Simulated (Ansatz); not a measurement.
`C[O][Ge][OH]`. The species carries charge 0 and has multiplicity 1. The structure was optimised at the PBE0-D4/def2-TZVP level. It is one conformer, not always the lowest.

```xyz
8

C     0.678    0.597    0.765
O     0.224   -0.733    0.900
Ge   -0.789   -1.659   -0.217
O    -0.998   -0.384   -1.470
H     1.772    0.603    0.764
H     0.319    1.066   -0.154
H     0.333    1.181    1.622
H    -1.539   -0.671   -2.209
```

What is the dipole moment at B3LYP/def2-TZVPP? (Best estimate.)

Ansatz gave: 1.41 D, with components (-0.77, -0.30, -1.14) D in this frame, pointing from negative to positive charge.

And with PBE, r2SCAN, ωB97M-V? (Estimate.)

Ansatz gave: PBE 1.31 D, r2SCAN 1.33 D, ωB97M-V 1.46 D.

Give the Mulliken charges with B3LYP, ωB97M-V, PBE in def2-TZVPP. (An estimate is asked.)

The calculation gave: 
| atom | B3LYP | ωB97M-V | PBE |
| --- | --- | --- | --- |
| C1 | -0.12 | -0.17 | -0.14 |
| O2 | -0.41 | -0.41 | -0.34 |
| Ge3 | 0.49 | 0.51 | 0.40 |
| O4 | -0.42 | -0.42 | -0.38 |
| H5 | 0.10 | 0.11 | 0.10 |
| H6 | 0.11 | 0.13 | 0.10 |
| H7 | 0.10 | 0.11 | 0.10 |
| H8 | 0.16 | 0.15 | 0.16 |

B3LYP here is the variant with VWN-RPA as its local correlation; programs differ in this.
